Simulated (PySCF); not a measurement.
[Tl(SH)2]+ at several levels of theory

Computed with PySCF 2.14.0 (density fitting, no spin-orbit coupling) at the geometry relaxed with PBE0:

```xyz
5
[Tl(SH)2]+ (singlet)
Tl    0.0000    0.0000    0.5110
S     2.3559    0.3557    0.5719
H     2.5758   -0.5678   -0.3999
S    -2.3559   -0.3557    0.5719
H    -2.5758    0.5678   -0.3999
```

| level | basis | state | HOMO (eV) | gap (eV) | charge on Tl1 (e) | dipole about the centre of mass (D) | largest force component (eV/Å) |
| --- | --- | --- | --- | --- | --- | --- | --- |
| PBE0 | Tl def2-SVP with ECP60, S def2-SVP, H def2-SVP | singlet | -13.09 | 4.64 | 0.62 | 1.58 | 0.00 |
| B3LYP | the same | singlet | -12.80 | 4.17 | 0.59 | 1.48 | 0.36 |
| BLYP | the same | singlet | -11.66 | 2.56 | 0.53 | 1.41 | 0.67 |

Charges are Mulliken's, which hang on the basis. The relaxation used the grid (50, 194), these runs (75, 302) or, all-electron (x2c bases, spin-free X2C Hamiltonian), (99, 590).

Task: What does PBE0 with Tl def2-TZVP with ECP60, S def2-TZVP, H def2-TZVP give here?

Result: state singlet, HOMO (eV) -13.05, gap (eV) 4.73, charge on Tl1 (e) 0.86, dipole about the centre of mass (D) 1.29, largest force component (eV/Å) 0.54. Time: 7.9 s on 2 threads of Arm Neoverse V1 (shared host), from free ions and atoms.

In the first row's basis the gap widens with exact exchange: 2.6 eV for BLYP (none); 4.2 to 4.6 eV for B3LYP, PBE0 (a fixed share).
